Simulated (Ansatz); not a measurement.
One change: `[Cl][Sn]([Cl])([Cl])[c]1ccccc1` becomes `[OH][Zr]([OH])([OH])[c]1ccccc1`.

Ansatz, PBE0-D4/def2-TZVP geometries, multiplicity 1. Each molecule was computed in one conformer, which needn't be the lowest.

Elements past krypton have def2 core potentials.

```
                                      property  `[Cl][Sn]([Cl])([Cl])[c]1ccccc1`
         LUMO energy (ωB97M-V/def2-TZVPP) / eV                              0.08
size of the dipole moment (PBE/def2-TZVPP) / D                              4.34
         HOMO–LUMO gap (B3LYP/def2-TZVPP) / eV                              5.61
             HOMO energy (PBE/def2-TZVPP) / eV                             -7.10
            LUMO energy (PBE0/def2-TZVPP) / eV                             -1.95
          HOMO–LUMO gap (PBE0/def2-TZVPP) / eV                              6.13
```

Task: Give the same properties after the change, and the shifts. (Estimate.)

Result: The calculation gave: 
```csv
property,`[OH][Zr]([OH])([OH])[c]1ccccc1`,shift
LUMO energy (ωB97M-V/def2-TZVPP) / eV,0.67,0.59
size of the dipole moment (PBE/def2-TZVPP) / D,2.51,-1.83
HOMO–LUMO gap (B3LYP/def2-TZVPP) / eV,5.81,0.20
HOMO energy (PBE/def2-TZVPP) / eV,-5.76,1.34
LUMO energy (PBE0/def2-TZVPP) / eV,-0.66,1.29
HOMO–LUMO gap (PBE0/def2-TZVPP) / eV,6.24,0.11
```

With PBE0 the HOMO rises by 1.19 eV and the LUMO rises by 1.29 eV, so the gap widens by about 0.10 eV. PBE moves the HOMO by 1.34 eV and ωB97M-V by 1.24 eV. Dipoles are sizes alone; their direction can turn.

Positive LUMOs are unbound, so they and the gaps depend on the basis.

B3LYP here is the variant with VWN-RPA as its local correlation; programs differ in this.
